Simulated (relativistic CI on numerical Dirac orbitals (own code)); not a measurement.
**One change at a time: Ta36+**

Base calculation: Dirac-Coulomb-Breit CI, KLI orbitals optimised for each configuration, QED by a radiative potential, unscaled Slater integrals.

CI space (outside the closed core [Ar] 3d10): 4s²4p⁶4d, 4s²4p⁶4f, 4s²4p⁵4d², 4s4p⁶4d², 4s²4p⁵4d4f, 4s4p⁶4d4f, 4s²4p⁶5s, 4s²4p⁶5p, 4s²4p⁶5d, 4p⁶4d³, 4p⁵4d⁴, 4p⁵4d³4f, 4s4p⁶4f², 4s4p⁵4f³, 4p⁶4f³. Double excitations out of closed p, d and f shells are left out; levels of such configurations are missing from the list, as are those of other unlisted configurations, and high levels can miss mixing partners.

The lowest level and the first level of each name with at least 55 % of one term (blank where a level has no safe partner in the second run):

```json
{"Level": "4s²4p⁶4d ²D3/2", "Base (cm⁻¹)": "0", "Shift (cm⁻¹)": "0"}
{"Level": "4s²4p⁶4d ²D5/2", "Base (cm⁻¹)": "142734", "Shift (cm⁻¹)": "+3226"}
{"Level": "4s²4p⁵4d² ⁴D°1/2", "Base (cm⁻¹)": "1199301", "Shift (cm⁻¹)": "+3931"}
{"Level": "4s²4p⁵4d² ⁴G°9/2", "Base (cm⁻¹)": "1345310", "Shift (cm⁻¹)": "+7501"}
{"Level": "4s²4p⁵4d² ²P°1/2", "Base (cm⁻¹)": "1551367", "Shift (cm⁻¹)": "+9341"}
{"Level": "4s²4p⁵4d² ²P°3/2", "Base (cm⁻¹)": "1640946", "Shift (cm⁻¹)": "+9263"}
{"Level": "4s²4p⁶4f ²F°7/2", "Base (cm⁻¹)": "1744850", "Shift (cm⁻¹)": "+8801"}
{"Level": "4s4p⁶4d² ⁴F3/2", "Base (cm⁻¹)": "2666864", "Shift (cm⁻¹)": "+5851"}
{"Level": "4s²4p⁵4d4f ⁴G5/2", "Base (cm⁻¹)": "2763301", "Shift (cm⁻¹)": "+9399"}
{"Level": "4s²4p⁵4d4f ⁴D1/2", "Base (cm⁻¹)": "2840549", "Shift (cm⁻¹)": "+9351"}
```

At this charge energies of transitions that change n are usually good to better than 1 %, and those within a shell (Δn = 0) to a few per cent.

**Question.** One thing was changed in a second run, which moved the levels as shown. Which?
A. configuration mixing switched off
B. Breit term removed
C. QED terms removed
D. valence Slater integrals scaled by 0.9

**Answer.** B. Breit term removed. The Breit term mainly narrows fine-structure intervals, so removing it widens them.

LS names give the leading component of a level, which can be under half, so a name can repeat, a term be missing and a line seem to break the LS rules.
